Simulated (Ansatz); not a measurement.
Compare A (`CO[SiH](N)O`) with its isomer B (`OCN[SiH2]O`).

Program: Ansatz. Geometries: PBE0-D4/def2-TZVP. ΔE: electronic, gas phase. CBS: MP2 limit from def2 TZ/QZ plus the TZ coupled-cluster correction, frozen cores. Functionals use def2-TZVPP. B3LYP here is the variant with VWN-RPA as its local correlation; programs differ in this. One conformer a species, not always the lowest.

Question: Which isomer does CCSD(T)/CBS put lower? Give the gap. (An estimate is asked.)

Answer: The calculation gave: A, by 158.1 kJ/mol.

Question: Give E(B) − E(A) in kJ/mol with PBE0-D4, PBE-D4, CCSD/def2-TZVPP, MP2/def2-TZVPP, B2PLYP, ωB97M-V, B3LYP-D4. (Estimate.)

Answer: Computed: PBE0-D4 148.9, PBE-D4 142.7, CCSD/def2-TZVPP 157.6, MP2/def2-TZVPP 158.1, B2PLYP 158.8, ωB97M-V 155.4, B3LYP-D4 156.2. None reverses the order clearly.

Largest T1 diagnostic: 0.011.

In def2-TZVPP, CCSD(T) changes the Hartree–Fock value by −14.6 kJ/mol (the triples alone add −2.8 kJ/mol) and MP2 by −11.2 kJ/mol. From PBE to PBE0 (25 % exact exchange), in def2-TZVPP and without D4, E(B) − E(A) moves by +6.1 kJ/mol.
